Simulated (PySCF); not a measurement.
Te(OMe)(SeH) (CH₄OSeTe), SMILES CO[Te][SeH].

Geometry optimised at PBE0-D3(BJ)/def2-SVP. This is a generated structure with no PubChem entry under its InChIKey; it may be hypothetical. The def2 effective core potentials stand for the cores of Te; spin–orbit coupling is left out. Other conformers were not sampled.

Calculation: CAM-B3LYP/def2-TZVP (PySCF).

The molecule is in vacuum.

```
Property                                                                                                        Result
---------------------------------------------------------------------------------------------  -----------------------
total energy                                                                                       -2785.43639 hartree
highest occupied level                                                                                        -7.72 eV
lowest empty level                                                                                            -0.77 eV
orbital gap                                                                                                    6.94 eV
dipole moment                                                                                                   1.76 D
quadrupole, principal values (traceless, Buckingham form, about the centre of nuclear charge)   -4.36, -0.12, 4.48 D·Å
mean static polarisability                                                                       80.2 bohr³ (11.88 Å³)
polarisability, principal values                                                               59.5, 77.7, 103.2 bohr³
```
